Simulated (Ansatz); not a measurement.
Computed with Ansatz on PBE0-D4/def2-TZVP structures; ΔE is electronic, products minus reactants. CCSD(T)/CBS is the MP2 limit (def2-TZVPP, def2-QZVPP) plus CCSD(T) − MP2 in def2-TZVPP, frozen cores. Functionals use def2-TZVPP. B3LYP here is the variant with VWN-RPA as its local correlation; programs differ in this. def2 core potentials past Kr. For Te outer-core shells are correlated without core-valence functions, which leaves a few kJ/mol of doubt a bond. One conformer a species, not always the lowest.

`[SiH3][SiH2][N]1[CH2][AlH]1` + `CC[TeH]` → `CC[Te][SiH3]` + `[SiH3][N]1[CH2][AlH]1`  (cleavage of the Si–Si bond)

`[SiH3][SiH2][N]1[CH2][AlH]1`:

Cartesian coordinates in Å:
```
Si -0.197 2.252 -0.166
Si 0.414 0.203 -1.138
N -0.086 -1.125 -0.183
C 0.384 -1.362 1.255
Al -0.856 -2.557 0.448
H 0.387 2.401 1.197
H 0.280 3.399 -0.992
H -1.678 2.358 -0.038
H -0.220 0.092 -2.483
H 1.898 0.214 -1.327
H 0.087 -0.582 1.959
H 1.451 -1.577 1.344
H -1.863 -3.715 0.124
```

`CC[TeH]`:

Cartesian coordinates in Å:
```
C 0.381 -1.089 0.225
C -0.426 0.134 -0.156
Te 0.771 1.912 0.089
H 1.270 -1.196 -0.402
H -0.220 -1.994 0.102
H 0.707 -1.048 1.267
H -1.305 0.249 0.477
H -0.740 0.100 -1.199
H -0.438 2.934 -0.402
```

`CC[Te][SiH3]`:

Z-matrix (Å, degrees):
```
C
C 1 1.513
H 1 1.092 2 111.6
H 1 1.094 2 110.2 3 -119.6
H 1 1.092 2 111.6 3 120.8
Te 2 2.166 1 110.5 3 -60.4
H 2 1.089 1 111.7 3 -179.2
H 2 1.089 1 111.7 3 58.3
Si 6 2.482 2 94.4 1 179.4
H 9 1.485 6 106.8 2 -179.9
H 9 1.487 6 111.3 2 60.5
H 9 1.487 6 111.2 2 -60.3
```

`[SiH3][N]1[CH2][AlH]1`:

```xyz
10

Si    1.225   -0.947   -0.234
N     0.054    0.181    0.287
C    -1.257    0.448   -0.460
Al   -0.860    1.395    1.140
H     0.663   -2.328   -0.310
H     1.742   -0.616   -1.595
H     2.361   -0.943    0.727
H    -1.124    0.877   -1.455
H    -1.933   -0.408   -0.494
H    -0.871    2.340    2.393
```

Task: Is it downhill or uphill in electronic energy at CCSD(T)/CBS, and by how much? (An estimate is asked.)

Result: Computed: Downhill: ΔE = -0.64 eV.

Task: What do these levels give: B3LYP-D4, r2SCAN, SCS-MP2/def2-TZVPP, HF/def2-QZVPP, SCS-MP2/def2-QZVPP, CCSD/CBS(def2)? (Estimate.)

Result: Computed: B3LYP-D4 -0.58, r2SCAN -0.59, SCS-MP2/def2-TZVPP -0.69, HF/def2-QZVPP -0.69, SCS-MP2/def2-QZVPP -0.72, CCSD/CBS(def2) -0.64 eV.

Largest T1 diagnostic among the species: 0.014.

From PBE to PBE0 (25 % exact exchange), in def2-TZVPP and without D4, ΔE moves by −0.04 eV.
